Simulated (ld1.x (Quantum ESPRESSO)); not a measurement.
## An all-electron radial function and its pseudo partner (Cl (Z = 17))

Columns: radius, all-electron u(r) and pseudo u(r) of the 3s shell (level -20.69 eV) of chlorine in the configuration [Ne] 3s2 3p5; PBE, scalar-relativistic, PAW scheme, ld1.x (Quantum ESPRESSO) 7.5.

| r (bohr) | all-electron | pseudo |
| --- | --- | --- |
| 0.075 | 0.1834 | 0.0816 |
| 0.150 | -0.1261 | 0.1626 |
| 0.225 | -0.3619 | 0.2423 |
| 0.300 | -0.4361 | 0.3201 |
| 0.375 | -0.3806 | 0.3953 |
| 0.450 | -0.2453 | 0.4674 |
| 0.525 | -0.0720 | 0.5356 |
| 0.600 | 0.1103 | 0.5995 |
| 0.675 | 0.2836 | 0.6583 |
| 0.750 | 0.4379 | 0.7116 |
| 0.825 | 0.5686 | 0.7587 |
| 0.900 | 0.6747 | 0.7992 |
| 0.975 | 0.7571 | 0.8326 |
| 1.050 | 0.8170 | 0.8586 |
| 1.125 | 0.8569 | 0.8768 |
| 1.200 | 0.8793 | 0.8869 |
| 1.275 | 0.8870 | 0.8889 |
| 1.350 | 0.8824 | 0.8826 |
| 1.425 | 0.8682 | 0.8682 |
| 1.500 | 0.8462 | 0.8462 |
| 1.575 | 0.8184 | 0.8184 |
| 1.650 | 0.7863 | 0.7863 |
| 1.725 | 0.7513 | 0.7513 |
| 1.800 | 0.7144 | 0.7144 |
| 1.875 | 0.6766 | 0.6766 |
| 1.950 | 0.6384 | 0.6384 |

(1) How many radial nodes do the two functions have?

(2) At about which radius was the pseudo-wave matched?

(3) Where does each function peak?

(4) Is the pseudo-wave norm-conserving?

Results:

(1) The all-electron 3s function has n − l − 1 = 2; the pseudo-wave has 0, since the states of the same l below it are removed with the core.

(2) 1.40 bohr, where the columns begin to agree (steps of 0.07 bohr).

(3) Outermost all-electron maximum near 1.27 bohr, pseudo maximum near 1.27 bohr (to the table’s step).

(4) No, it belongs to a PAW set: the norm inside the radius is not constrained, and the difference is carried by the augmentation charge.
